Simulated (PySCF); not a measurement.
# Input and output of a scripted DFT run

The script drives PySCF SCF with an in-house response code with single-precision fitted integrals, so total energies wander by about 1e-6 Eh between cycles (the fitting error itself is about 1e-3 Eh and cancels in differences); atoms count from 0. Kgrid is the grid level of the response kernel; vcut the energy (Eh) above which virtual orbitals leave the response; delta the states run by ΔSCF (the anion only where the lumo is low enough to bind); pop asks for populations, which are stored and not printed; grid is the SCF grid level (2 if not given).

The basis has no diffuse functions, so the polarisability comes out too low. Without diffuse functions Rydberg states are missing, so unbound LUMOs, wide gaps and states within about 2 eV of the ionisation energy come out too high, and electron affinities are rough.

Job and coordinates (Å):

```
{"job": {"kind": "uv", "basis": "6-31G*", "grid": 1, "kgrid": 0, "vcut": 1.5, "nstates": 5, "ntriplets": 2, "tda": true, "delta": ["ip_vertical"], "pop": false, "xc": "wB97X-D"}, "charge": 0, "multiplicity": 1}
C      5.051180    -0.944255     0.020168
C      3.633139    -0.654694    -0.459173
C      3.227000     0.788896    -0.166806
C      1.865438     1.172619    -0.748547
C      0.712250     0.419308    -0.088971
C     -0.642781     0.914451    -0.600076
C     -1.776373     0.118467     0.026042
F     -1.668673    -1.200304    -0.276421
F     -1.753212     0.188070     1.378056
C     -3.177154     0.588972    -0.467871
F     -3.297662     0.290113    -1.777416
F     -3.250354     1.934151    -0.379679
C     -4.404415     0.006352     0.294289
F     -5.524800     0.471786    -0.292877
F     -4.410646     0.461247     1.559377
C     -4.506219    -1.548248     0.330021
F     -4.272391    -2.083480    -0.863489
F     -3.649575    -2.066386     1.200336
F     -5.730232    -1.906206     0.703190
H      5.320854    -1.976638    -0.189981
H      5.132246    -0.781202     1.092918
H      5.766453    -0.294286    -0.479871
H      3.570756    -0.835942    -1.534881
H      2.946090    -1.340817     0.038676
H      3.982343     1.455916    -0.588720
H      3.214909     0.948240     0.913737
H      1.861711     0.976107    -1.823065
H      1.714588     2.245116    -0.605748
H      0.798479    -0.647047    -0.298418
H      0.755984     0.559775     0.992681
H     -0.785221     1.967239    -0.351167
H     -0.712844     0.791642    -1.682462
```

Command:

```bash
OMP_NUM_THREADS=1 python large_run.py task.json out
```

Q: What does the program print?

A: 
```
start: PBE on a coarse grid of 27256 points
cycle   1  E = -1285.6417340620  dE =  2.597e+00  |g| = 1.647e+00  |ddm| = 5.352e+00
cycle   2  E = -1283.9833269156  dE =  1.658e+00  |g| = 3.590e+00  |ddm| = 3.862e+00
cycle   3  E = -1286.1148173180  dE = -2.131e+00  |g| = 2.837e-01  |ddm| = 2.761e+00
cycle   4  E = -1286.1303039363  dE = -1.549e-02  |g| = 1.399e-01  |ddm| = 3.934e-01
cycle   5  E = -1286.1340795593  dE = -3.776e-03  |g| = 3.773e-02  |ddm| = 1.302e-01
cycle   6  E = -1286.1343203779  dE = -2.408e-04  |g| = 1.168e-02  |ddm| = 3.570e-02
cycle   7  E = -1286.1343464424  dE = -2.606e-05  |g| = 2.438e-03  |ddm| = 1.098e-02
final grid: 121239 points
cycle   8  E = -1287.0815955691  dE = -1.073e-02  |g| = 1.427e-01  |ddm| = 4.949e-01
cycle   9  E = -1287.0807576577  dE =  8.379e-04  |g| = 1.633e-01  |ddm| = 1.767e-01
cycle  10  E = -1287.0850772157  dE = -4.320e-03  |g| = 9.224e-03  |ddm| = 1.006e-01
cycle  11  E = -1287.0850914177  dE = -1.420e-05  |g| = 4.025e-03  |ddm| = 1.148e-02
cycle  12  E = -1287.0850971704  dE = -5.753e-06  |g| = 1.107e-03  |ddm| = 5.048e-03
cycle  13  E = -1287.0851005150  dE = -3.345e-06  |g| = 2.200e-04  |ddm| = 9.702e-04
cycle  14  E = -1287.0850996632  dE =  8.518e-07  |g| = 8.530e-05  |ddm| = 3.285e-04
converged SCF energy = -1287.0850996632
Vertical ionisation energy (delta-SCF) = 10.8876 eV   <S^2> = 0.754

Static polarisability (au): isotropic 102.247, principal 90.775 94.115 121.851

Singlet excitations
state   eV       nm        f      main configurations
  1   9.3158    133.1   0.02363   H->L 0.34, H-3->L 0.31, H-4->L 0.11
  2   9.7712    126.9   0.11713   H->L+1 0.34, H-3->L+1 0.29, H-4->L+1 0.10
  3  10.5538    117.5   0.06377   H-7->L 0.30, H-6->L 0.13, H->L+2 0.10
  4  10.6412    116.5   0.00339   H-1->L+2 0.52, H->L+2 0.24
  5  10.6973    115.9   0.04743   H->L+2 0.29, H-1->L+2 0.21

Triplet excitations (Tamm-Dancoff, eV): 8.8143 9.1377
```

Q: Roughly how long does this take on 1 thread of Intel Xeon Platinum 8488C (shared host), and how large is the basis?

A: About 2.7 min of wall time, peak memory 0.61 GiB; 292 basis functions and 1074 fitting functions.
